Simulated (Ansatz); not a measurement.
Reaction (redistribution): `B[BH][GeH3]` + `CO[CH2][AlH][SiH3]` → `BBCOC` + `[SiH3][AlH][GeH3]`

Calculated with Ansatz (gas phase, PBE0-D4/def2-TZVP geometries, no zero-point term in ΔE). CCSD(T)/CBS is the MP2 limit (def2-TZVPP, def2-QZVPP) plus CCSD(T) − MP2 in def2-TZVPP, frozen cores. DFT in def2-TZVPP. For Ge outer-core shells are correlated without core-valence functions, which leaves a few kJ/mol of doubt a bond. Scalar relativity is left out up to krypton. One conformer a species, not always the lowest.

`B[BH][GeH3]`:

Cartesian coordinates in Å:
```
B -1.461 0.120 0.908
B -0.781 0.078 -0.544
Ge 1.290 -0.110 -0.429
H -1.757 -0.885 1.496
H -1.573 1.146 1.522
H -1.226 0.132 -1.650
H 1.715 -1.395 -1.164
H 1.851 -0.175 1.001
H 1.942 1.091 -1.140
```

`CO[CH2][AlH][SiH3]`:

Z-matrix (Å, degrees):
```
C
O 1 1.393
H 1 1.105 2 111.7
H 1 1.090 2 108.1 3 -119.2
H 1 1.100 2 111.7 3 120.7
C 2 1.419 1 111.9 3 -58.1
Al 6 1.988 2 114.3 1 73.5
H 6 1.099 2 106.3 1 -168.6
H 6 1.103 2 110.6 1 -55.1
Si 7 2.458 6 121.1 2 1.8
H 7 1.594 6 117.9 2 179.2
H 10 1.492 7 112.8 6 136.6
H 10 1.490 7 112.7 6 14.2
H 10 1.494 7 109.4 6 -104.6
```

`BBCOC`:

Cartesian coordinates in Å:
```
B -2.369 1.315 0.669
B -0.879 0.669 0.885
C 0.010 -0.054 -0.172
O 1.245 -0.497 0.332
C 2.019 -1.141 -0.641
H -2.526 2.467 0.371
H -3.372 0.689 0.877
H -0.434 0.776 2.000
H -0.565 -0.900 -0.597
H 0.160 0.628 -1.031
H 2.953 -1.450 -0.171
H 1.510 -2.031 -1.040
H 2.248 -0.472 -1.483
```

`[SiH3][AlH][GeH3]`:

```xyz
10

Si    2.141    0.034    0.060
Al   -0.093    0.982   -0.323
Ge   -2.076   -0.453    0.081
H     2.265   -0.444    1.468
H     3.257    0.989   -0.194
H     2.352   -1.153   -0.820
H    -0.281    2.481   -0.819
H    -2.105   -0.959    1.538
H    -2.034   -1.715   -0.807
H    -3.426    0.239   -0.183
```

Problem. Is it downhill or uphill in electronic energy at CCSD(T)/CBS, and by how much? (Estimate.)

Solution. The calculation gave: Downhill: ΔE = -10.4 kcal/mol.

Problem. What do these levels give: PBE0-D4, ωB97M-V, HF/def2-TZVPP, MP2/def2-QZVPP, MP2/CBS(def2), CCSD/CBS(def2)? (Estimate.)

Solution. The calculation gave: PBE0-D4 -11.0, ωB97M-V -10.3, HF/def2-TZVPP -14.8, MP2/def2-QZVPP -10.0, MP2/CBS(def2) -10.0, CCSD/CBS(def2) -11.2 kcal/mol.

Largest T1 diagnostic among the species: 0.013.

From PBE to PBE0 (25 % exact exchange), in def2-TZVPP and without D4, ΔE moves by −1.2 kcal/mol. The D4 term adds +1.5 kcal/mol with B3LYP and +0.8 kcal/mol with PBE0; it sums over pairs of atoms, weighted by their polarisabilities, and B3LYP, whose exchange is more repulsive, gets the larger term. In def2-TZVPP, CCSD(T) changes the Hartree–Fock value by +4.4 kcal/mol (the triples alone add +0.8 kcal/mol) and MP2 by +4.8 kcal/mol.

B3LYP here is the variant with VWN-RPA as its local correlation; programs differ in this.
